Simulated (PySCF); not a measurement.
## Tb²⁺: ionisation energy

Tb²⁺ [Xe] 4f9 (high-spin determinant) → Tb³⁺ [Xe] 4f8 (7F), as a difference of total energies. All numbers are calculated (PySCF 2.14, the spin-free X2C one-electron Hamiltonian (Gaussian nucleus), in cc-pVDZ-X2C (8s7p5d3f1g, 84 functions)). Correlated levels: valence: [Kr] 4d10 frozen. The calculations carry no spin-orbit coupling.

| method | ionisation energy (eV) |
| --- | --- |
| UHF | 17.416 |
| MP2 (valence) | 20.765 |
| SCS-MP2 (valence) | 20.497 |
| CCSD (valence) | 20.055 |
| CCSD(T) (valence) | 20.250 |

How much does correlation contribute at CCSD(T) (valence)?

20.250 − (17.416) = 2.834 eV, measured against UHF.

A first-order spin-orbit estimate (lowest level to lowest level, LS coupling) adds 0.204 eV.

Errors of the correlated levels include the incompleteness of this basis and the frozen core.

The determinant of Tb²⁺ mixes LS terms, which raises its energy above the lowest term, most at the Hartree-Fock and MP2 levels.

For comparison: 21.82 ± 0.03 eV (semi-empirical (NIST evaluation); NIST Atomic Spectra Database, ionization energies).
